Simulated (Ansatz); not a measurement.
A structure relaxed at PBE0-D4/def2-SVP in Ansatz, charge 0, doublet:

```xyz
5

Hg    0.129   -0.119   -0.133
Hg   -1.649    1.497    1.555
F    -0.677    0.751   -1.668
F     0.776   -0.846    1.545
F     1.420   -1.283   -1.299
```

Task: Give its formula.

Result: the cluster Hg2F3.

Task: Summarise the bond lengths by kind (pairs closer than 1.2 times the sum of covalent radii, bridged metal pairs left out).

Result: 3 × F–Hg 1.94 to 2.09 Å; 1 × Hg–Hg 2.94 Å.

In the def2 sets Hg takes a core potential; there is no spin–orbit coupling. The relaxation made no stability test and no search for a lower SCF solution. Another isomer (doublet) lies 1.32 eV lower at PBE0-D4/def2-TZVP; other spin states weren't run for this one.
